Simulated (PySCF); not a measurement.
ReO3Br, SMILES [O]=[Re](=[O])(=[O])[Br], multiplicity 1. Geometry optimised at B3LYP-D3(BJ)/def2-SVP. The multiplicity is an assumed one; other spin states were not compared. The def2 effective core potentials stand for the cores of Re; spin–orbit coupling is left out.

Computed equilibrium geometry at B3LYP-D3(BJ)/def2-SVP (PySCF confirms it by a frequency run) as bond lengths and angles, and its point group:
point group C3v.
Atoms: Re1 O2 O3 O4 Br5. Bond lengths (Å): Re1–O2 1.704, Re1–O3 1.704, Re1–O4 1.704, Re1–Br5 2.408. Angles (°): O2–Re1–O3 109.3, O2–Re1–O4 109.3, O2–Re1–Br5 109.6, O3–Re1–O4 109.3, O3–Re1–Br5 109.6, O4–Re1–Br5 109.6.
